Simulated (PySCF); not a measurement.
**Re (rhenium, neutral) across methods**

[Xe] 4f14 5d6 6s1, high-spin 6D determinant (an excited configuration). All numbers are calculated (PySCF 2.14, scalar relativity through the core potential, in cc-pV5Z-PP with ECP60MDF).

```tsv
method	E (hartree)	mean ε 6s α (eV)	mean ε 5d α (eV)	mean ε 5d β (eV)	Σ⟨r²⟩ (bohr²)	⟨S²⟩
r2SCAN	-78.4693	-6.392	-5.199	-2.520	53.40	8.756
PBE	-78.4599	-6.017	-4.912	-2.572	54.15	8.753
TPSSh	-78.4078	-6.275	-5.352	-2.969	53.75	8.753
BLYP	-78.4063	-5.759	-4.652	-2.670	54.57	8.755
UHF	-77.77065	-7.897	-9.528	-5.725	53.54	8.759
PBE0	-78.4198	-6.226	-6.250	-3.568	53.55	8.754
r2SCANh	-78.4495	-6.685	-5.669	-2.932	53.27	8.756
LDA	-78.2663	-6.216	-5.033	-2.659	54.33	8.753
```

Energies and moments cover only the electrons outside the core potential. Spin-orbit coupling, absent here, splits the open shell strongly.
